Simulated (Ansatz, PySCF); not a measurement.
Donor–acceptor adduct: GaH3 (SMILES [GaH3]) (first 4 atoms) with H2O (SMILES O); geometry from B3LYP-D3(BJ)/def2-TZVP, rigid monomers moved along the line of their centres of mass till Ga1···O5 is 4.01 Å.
(charge 0, multiplicity 1):
```
atom    x (Å)    y (Å)    z (Å)
----  -------  -------  -------
Ga     0.3967  -0.3761   0.6852
H      1.8829  -0.0976   1.1226
H     -0.2292  -1.8111   0.8526
H     -0.2872   0.6261  -0.3304
O     -1.3147   1.1944   3.9497
H     -2.2764   1.1221   3.9112
H     -1.1099   2.1333   4.0405
```

Counterpoise-corrected where a basis set is named; no monomer relaxation.

Correlated levels freeze the cores. Filled d and f shells under p-block atoms count as core. CBS(a, b) extrapolates the correlation energy as X⁻³ and adds the Hartree–Fock energy of set b.

Codes used: Ansatz (a program for electronic structure) with Gaussian orbitals; PySCF for the dispersion terms. Values without a source in brackets are computed.

PBE/def2-TZVPPD gives -2.08 kcal/mol for the interaction energy.

Q: Predict the shift from PBE, with its sign, for: PBE-D3(BJ)/def2-TZVPPD, r2SCAN/def2-TZVPPD, B3LYP/def2-TZVPPD, wB97M-V/def2-TZVPPD, MP2/CBS(aug-cc-pVDZ, aug-cc-pVTZ), CCSD(T)/CBS(aug-cc-pVDZ, aug-cc-pVTZ).

A: PBE-D3(BJ)/def2-TZVPPD -0.25; r2SCAN/def2-TZVPPD -0.10; B3LYP/def2-TZVPPD 0.23; wB97M-V/def2-TZVPPD -0.20; MP2/CBS(aug-cc-pVDZ, aug-cc-pVTZ) -0.33; CCSD(T)/CBS(aug-cc-pVDZ, aug-cc-pVTZ) -0.31 kcal/mol. 1 of 6 lie above PBE; the widest gap is to MP2/CBS(aug-cc-pVDZ, aug-cc-pVTZ).
